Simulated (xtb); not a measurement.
C₄H₈Si, SMILES CC(=C=C)[SiH3]. All values are semi-empirical tight-binding results from xtb (GFN2-xTB unless named), good for trends rather than for accurate numbers. Geometry optimised at GFN2-xTB. The structure was generated by enumeration, and PubChem lists no compound with its InChIKey, so it may never have been made.

Optimised geometry:

Bond lengths (Å): C1–C2 1.296, C1–H6 1.079, C1–H7 1.079, C2–C3 1.299, C3–C4 1.507, C3–Si5 1.894, C4–H8 1.088, C4–H9 1.089, C4–H10 1.089, Si5–H11 1.466, Si5–H12 1.465, Si5–H13 1.465. Angles (°): C2–C1–H6 121.8, C2–C1–H7 121.8, H6–C1–H7 116.3, C1–C2–C3 177.9, C2–C3–C4 121.8, C2–C3–Si5 120.0, C4–C3–Si5 118.2, C3–C4–H8 111.1, C3–C4–H9 110.0, C3–C4–H10 110.1, H8–C4–H9 108.8, H8–C4–H10 108.8, H9–C4–H10 107.9, C3–Si5–H11 107.6, C3–Si5–H12 110.0, C3–Si5–H13 110.0, H11–Si5–H12 109.7, H11–Si5–H13 109.8, H12–Si5–H13 109.8.
Charge 0, spin multiplicity 1.

A frequency run showed that this geometry is not a minimum.

### Question
Estimate the properties. (The exact figures need the calculation; the answer reports its results.)

### Answer

| Property | Result |
|---|---|
| orbital gap | 4.47 eV |
| dipole moment | 0.26 D |
| static polarisability (D4 model) | 76.5 bohr³ |
| solvation energy, GFN2-xTB/ALPB(water) | -0.1 kcal/mol |
| solvation energy, GFN2-xTB/ALPB(hexane) | -3.5 kcal/mol |

Computed atomic charges and the Wiberg bond orders between heavy atoms:
charges (e) C1 -0.11, C2 -0.03, C3 -0.11, C4 -0.09, Si5 0.45, H6 0.04, H7 0.04, H8 0.03, H9 0.03, H10 0.03, H11 -0.10, H12 -0.10, H13 -0.10. Bond orders C1–C2 1.95, C2–C3 1.92, C3–C4 1.01, C3–Si5 0.86.
